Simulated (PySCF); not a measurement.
# Mo¹⁸⁺: ionisation energy

Mo¹⁸⁺ [Ar] 3d6 (5D) → Mo¹⁹⁺ [Ar] 3d5 (6S), as a difference of total energies. Computed with PySCF 2.14 in an uncontracted even-tempered set (19 s from 1.7 bohr⁻², ratio 2.5; 12 p from 2.2 bohr⁻², ratio 2.5; 8 d from 2.2 bohr⁻², ratio 2.5; 4 f from 9.9 bohr⁻², ratio 2.7; 4 g from 15 bohr⁻², ratio 2.7), with the spin-free X2C one-electron Hamiltonian (Gaussian nucleus). Correlated levels: outer shells: [Ne] frozen; virtual orbitals above 40 to 60 times the deepest correlated orbital energy dropped. The calculations carry no spin-orbit coupling.

```csv
method,ionisation energy (eV)
UHF,756.18
LDA,758.78
PBE,758.99
PBE0,758.80
r2SCAN,758.87
MP2 (outer shells),757.58
SCS-MP2 (outer shells),757.75
```

**Question.** How much does correlation contribute at MP2 (outer shells)?

**Answer.** 757.58 − (756.18) = 1.40 eV, measured against UHF.

A first-order spin-orbit estimate (lowest level to lowest level, LS coupling) adds 1.511 eV.

Breit and QED terms and the two-electron picture change are absent.

For comparison: 758 ± 3 eV (theoretical estimate listed by NIST; NIST Atomic Spectra Database, ionization energies).
